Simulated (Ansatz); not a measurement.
Isolated molecules relaxed with PBE0-D4/def2-TZVP in Ansatz; ΔE leaves out vibrations. CBS: MP2 limit from def2 TZ/QZ plus the TZ coupled-cluster correction, frozen cores. This one scheme is used for every species. DFT in def2-TZVPP. B3LYP here is the variant with VWN-RPA as its local correlation; programs differ in this. HSE06 is defined as in plane-wave codes. Elements past krypton have def2 core potentials. For In outer-core shells are correlated without core-valence functions, which leaves a few kJ/mol of doubt a bond. One conformer a species, not always the lowest.

Reaction (silylene formation by 1,1-elimination): `O[SiH2][InH][F]` → `[F][InH2]` + `O[SiH]`

(1) Is it downhill or uphill in electronic energy at CCSD(T)/CBS, and by how much? (An estimate is asked.)

(2) What do these levels give: LDA (SPW92), PBE-D4, r2SCAN-D4, B3LYP-D4, HSE06-D4, B3LYP, HSE06, LC-ωPBE, HF/def2-TZVPP, MP2/def2-TZVPP, CCSD/def2-TZVPP, CCSD(T)/def2-TZVPP? (Best estimate.)

Largest T1 diagnostic among the species: 0.016.

## Answers

(1) Ansatz gave: Uphill: ΔE = +218.5 kJ/mol.

(2) Ansatz gave: LDA (SPW92) 252.1, PBE-D4 224.5, r2SCAN-D4 237.5, B3LYP-D4 214.3, HSE06-D4 231.2, B3LYP 202.2, HSE06 225.0, LC-ωPBE 224.9, HF/def2-TZVPP 190.4, MP2/def2-TZVPP 226.3, CCSD/def2-TZVPP 205.1, CCSD(T)/def2-TZVPP 208.5 kJ/mol.

At CCSD(T), def2-SVP lies −22.0 kJ/mol from the extrapolated value and def2-TZVPP −10.0 kJ/mol. From PBE to PBE0 (25 % exact exchange), in def2-TZVPP and without D4, ΔE moves by +7.7 kJ/mol. Leaving LDA and LC-ωPBE aside and taking each functional with its dispersion term where it has one, the values, not all of them listed here, spread over 34.5 kJ/mol, from BLYP-D4 to r2SCAN0-D4. LDA lies +35.0 kJ/mol from PBE without D4.
